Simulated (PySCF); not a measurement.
```xyz
3
charge 0 multiplicity 1, angstrom
Sb    0.0018   -1.1950    0.0000
S    -2.1888   -1.4013    0.0000
I     0.5489    1.4892    0.0000
```

Method: PySCF, PBE0, basis Sb def2-TZVP with ECP28, S def2-TZVP, I def2-TZVP with ECP28 (scalar-relativistic core potentials, no spin–orbit coupling, density fitting).

This geometry of SbSI is a stationary point at this level.

What is the point group?

Cs.

Is it a minimum?

Yes: all harmonic wavenumbers are real.

Which band is strongest in the infrared?

505 cm⁻¹ (a'), 46 km/mol.

What are the dipole moment and the gap between the highest occupied and lowest empty levels?

2.39 D and 3.36 eV.

Give the ideal-gas entropy at 298.15 K and 1 bar by parts.

translation 179.1, rotation 121.4, vibration 25.7, spin 0.0; total 326.2 J/(mol K).

This need not be the most stable arrangement of these atoms.
